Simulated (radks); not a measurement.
Charge is removed step by step from the 5p3/2 level of neutral ytterbium, starting from [Kr] 4d10 4f14 5s2 5p(1/2: 2, 3/2: 4) 6s2. All-electron calculation, Dirac Kohn-Sham, PBE, spin-unpolarised, spherical densities, finite nucleus; Fermi nuclear charge, rms radius 5.3108 fm. Program: a radial shooting solver on a logarithmic mesh with Libxc functionals.

removed (e),E - E(0) (eV),eigenvalue (eV),E minus straight line (eV)
0,0.000,-25.711,0.000
0.25,6.755,-28.357,-1.049
0.5,14.190,-31.142,-1.419
0.75,22.336,-34.040,-1.078
1,31.218,-37.035,0.000

Removing the whole electron costs 31.218 eV by Delta-SCF, against 25.711 eV from minus the eigenvalue at the starting occupation. Slater's transition state (half an electron removed) gives 31.142 eV. Integrating minus the eigenvalue over the occupation (Janak's theorem) gives 31.218 eV. The mean slope of the eigenvalue, de/dn, is 11.3 eV per electron.
